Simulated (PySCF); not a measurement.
Give a GFN2-xTB geometry of `C[C@@H]1CCC[C@@H]1F`.

```xyz
18
C6H11F angstrom
C      2.096   -0.467   -0.070
C      0.622   -0.429    0.304
C     -0.324   -0.823   -0.831
C     -1.683   -0.344   -0.327
C     -1.381    0.986    0.378
C      0.120    0.968    0.702
F      0.759    1.939   -0.050
H      2.713   -0.167    0.774
H      2.292    0.209   -0.898
H      2.378   -1.474   -0.369
H      0.445   -1.092    1.158
H     -0.303   -1.892   -1.039
H     -0.045   -0.285   -1.738
H     -2.408   -0.225   -1.130
H     -2.084   -1.064    0.389
H     -1.573    1.830   -0.284
H     -1.982    1.116    1.277
H      0.348    1.220    1.743
```

Any rigid rotation of these coordinates is as good. Atoms count from 1 in this order. The 5-membered ring C2–C3–C4–C5–C6 has internal angles of 102.9° to 106.2°; it is puckered, 0.18 Å rms from its mean plane, widest ring torsion 41°. Of the pairs four or more bonds apart, F7···H9 is among the closest relative to their van der Waals radii: 2.46 Å, 92 % of the sum of Bondi's values.

Bonds between heavy atoms (Å): C1–C2 1.521, C2–C3 1.530, C3–C4 1.527, C4–C5 1.536, C5–C6 1.536, C6–F7 1.385, C2–C6 1.537.

Computed geometry: GFN2-xTB, gas phase.

Point group: C1 (no symmetry element, even within 0.4 Å). Not checked by GFN2-xTB frequencies. The numbers are those of one conformer (C1–C2–C3–C4 -165°, C2–C3–C4–C5 38°, C3–C4–C5–C6 -20°, C4–C5–C6–F7 113°).
